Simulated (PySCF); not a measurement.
C2H3, SMILES [CH][CH2+] (connectivity only; charge and spin as stated), charge +1, multiplicity 1.

Geometry optimised at B3LYP-D3(BJ)/def2-TZVP.

Two levels are set side by side: TDA-PBE/def2-TZVPD (PySCF) and ADC(2)/aug-cc-pVDZ (PySCF). Vertical, same geometry; the bases differ. Differences are taken from unrounded values.

```tsv
quantity	ADC(2)
lowest singlet excitation (eV)	3.44
```

Q: What does TDA-PBE give, and how far is it from ADC(2)? (The exact figures need the calculation; the answer reports its results.)

A: 
```csv
quantity,TDA-PBE,TDA-PBE minus ADC(2)
lowest singlet excitation (eV),3.46,0.02
```

Here PBE gives about what the other level gives.

Rough cost on one machine, each run with all the roots and properties that it gave: ADC(2) against TDA-PBE within a factor of 2.
